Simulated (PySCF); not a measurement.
CH4Cl2Ge, SMILES [GeH]([Cl])([Cl])[CH3].

The structure is a stationary point at PBE0-D3(BJ)/def2-SVP.

Two levels are set side by side: TDA-PBE/def2-SVPD (PySCF) and TDA-PBE0/def2-SVPD (PySCF). Vertical, same geometry. The lowest singlet is HOMO→LUMO 97 % with PBE and HOMO→LUMO 96 % with the other functional; states are paired by order. Differences are taken from unrounded values.

```csv
quantity,TDA-PBE0
lowest singlet excitation (eV),6.83
lowest triplet excitation (TDA) (eV),6.28
first bright state (f over 0.05) (eV),8.36
its oscillator strength,0.07
```

**Question.** What does TDA-PBE give, and how far is it from TDA-PBE0? (An estimate is asked for; the answer gives what the named calculation found.)

**Answer.** 
```csv
quantity,TDA-PBE,TDA-PBE minus TDA-PBE0
lowest singlet excitation (eV),6.14,-0.69
lowest triplet excitation (TDA) (eV),5.68,-0.60
first bright state (f over 0.05) (eV),7.28,-1.08
its oscillator strength,0.08,0.01
```

A lower first singlet is the usual sign of a functional without exact exchange. Differences between two approximate levels are no errors against the true value.

Rough cost on one machine, each run with all the roots and properties that it gave: TDA-PBE0 against TDA-PBE about 2 times.
